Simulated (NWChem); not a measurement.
Species: GaI$_{3}$; SMILES [I][Ga]([I])[I]

Program: NWChem. Pople sets run with spherical d functions. The geometry was optimised at PBE-D3(BJ)/def2-SVP (def2 core potentials past Kr). Not confirmed as a minimum by frequencies.

For level TPSS/6-311G**, non-relativistic:

```yaml
orbital gap (eV): 3.42
```

Question: How do the values read with level TPSS/3-21G, non-relativistic instead?

Answer: orbital gap (eV): 3.72
